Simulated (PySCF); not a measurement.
Ca (calcium, neutral) across methods

[Ar] 4p2, high-spin 3P determinant (an excited configuration). Calculation: PySCF 2.14, in aug-cc-pVTZ-X2C (7s6p4d2f, 59 functions); scalar relativity by spin-free X2C-1e. The B2PLYP total includes its PT2 part (frozen core); its orbital energies are those of the SCF part.

```json
{"method": "HSE06", "E (hartree)": "-680.143", "mean ε 3p α (eV)": "-32.501", "mean ε 3p β (eV)": "-32.374", "mean ε 4p α (eV)": "-2.782", "Σ⟨r²⟩ (bohr²)": "70.66", "⟨S²⟩": "2.000"}
{"method": "r2SCAN", "E (hartree)": "-680.258", "mean ε 3p α (eV)": "-31.307", "mean ε 3p β (eV)": "-31.228", "mean ε 4p α (eV)": "-2.705", "Σ⟨r²⟩ (bohr²)": "70.25", "⟨S²⟩": "2.000"}
{"method": "PBE", "E (hartree)": "-680.080", "mean ε 3p α (eV)": "-30.494", "mean ε 3p β (eV)": "-30.388", "mean ε 4p α (eV)": "-2.671", "Σ⟨r²⟩ (bohr²)": "69.48", "⟨S²⟩": "2.000"}
{"method": "LDA", "E (hartree)": "-678.420", "mean ε 3p α (eV)": "-30.525", "mean ε 3p β (eV)": "-30.417", "mean ε 4p α (eV)": "-2.650", "Σ⟨r²⟩ (bohr²)": "69.51", "⟨S²⟩": "2.000"}
{"method": "UHF", "E (hartree)": "-679.48319", "mean ε 3p α (eV)": "-39.078", "mean ε 3p β (eV)": "-38.896", "mean ε 4p α (eV)": "-4.039", "Σ⟨r²⟩ (bohr²)": "76.73", "⟨S²⟩": "2.000"}
{"method": "B2PLYP", "E (hartree)": "-680.079", "mean ε 3p α (eV)": "-35.177", "mean ε 3p β (eV)": "-35.041", "mean ε 4p α (eV)": "-3.328", "Σ⟨r²⟩ (bohr²)": "72.73", "⟨S²⟩": "2.000"}
{"method": "BHandHLYP", "E (hartree)": "-680.294", "mean ε 3p α (eV)": "-35.120", "mean ε 3p β (eV)": "-34.993", "mean ε 4p α (eV)": "-3.294", "Σ⟨r²⟩ (bohr²)": "71.99", "⟨S²⟩": "2.000"}
{"method": "PBE0", "E (hartree)": "-680.120", "mean ε 3p α (eV)": "-32.920", "mean ε 3p β (eV)": "-32.795", "mean ε 4p α (eV)": "-3.106", "Σ⟨r²⟩ (bohr²)": "70.52", "⟨S²⟩": "2.000"}
```

Task: Estimate the same row for PW91.

Result: E (hartree) = -680.303; mean ε 3p α (eV) = -30.573; mean ε 3p β (eV) = -30.466; mean ε 4p α (eV) = -2.688; Σ⟨r²⟩ (bohr²) = 69.42; ⟨S²⟩ = 2.000.
